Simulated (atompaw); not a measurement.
# Scattering properties, PAW (atompaw) potential for selenium

- Element: Se (Z = 34)
- Generator: atompaw 4.2.0.5
- Type: PAW
- Functional: PBE
- Relativity: scalar-relativistic
- Frozen core: [Ar] 3d10
- Valence charge: 6
- Reference configuration: 4s2 4p4
- Partial waves: 4s (bound): rc 1.50 bohr; 4s channel at -0.5 Ry: rc 1.50 bohr; 4p (bound): rc 1.50 bohr; 4p channel at 0.25 Ry: rc 1.50 bohr
- Local potential: bessel scheme, radius 1.45 bohr
- Core correction: smooth core density matched at 1.38 bohr
- Augmentation charge: sinc compensation charge, radius 1.40 bohr; PAW radius 1.50 bohr; waves and projectors: custom rrkj vanderbiltortho

The phase is arctan(r·u′/u) with u = r·R(r), unwrapped; energies in Ry, scanned from -3 to 5 Ry. A pole is an energy at which the radial function vanishes at the test radius. The pseudo phase is shifted by a multiple of π to meet the all-electron one at the reference energy, and phase errors are pseudo minus all-electron; the curves can meet again beyond the range given. Levels narrower than the energy grid can be missing from the lists of poles.

```csv
channel,radius (bohr),reference energy (Ry),"poles, all-electron","poles, pseudo",unbroken range about the reference energy with phases within 0.05 rad,phase error 1 Ry above the reference energy (rad)
s,1.50,-1.27,none,none,the whole range,-0.000
p,1.50,-0.48,none,none,the whole range,-0.000
```

Phases in the p channel:

```tsv
E (Ry)	all-electron	pseudo
-3.00	1.107	1.106
-2.52	1.058	1.057
-2.04	0.994	0.994
-1.56	0.910	0.910
-1.08	0.794	0.794
-0.60	0.632	0.632
-0.12	0.400	0.400
0.36	0.088	0.088
0.84	-0.272	-0.272
1.32	-0.599	-0.599
1.80	-0.848	-0.849
2.28	-1.023	-1.025
2.76	-1.148	-1.150
3.24	-1.238	-1.242
3.72	-1.306	-1.311
4.20	-1.359	-1.366
4.68	-1.401	-1.411
```
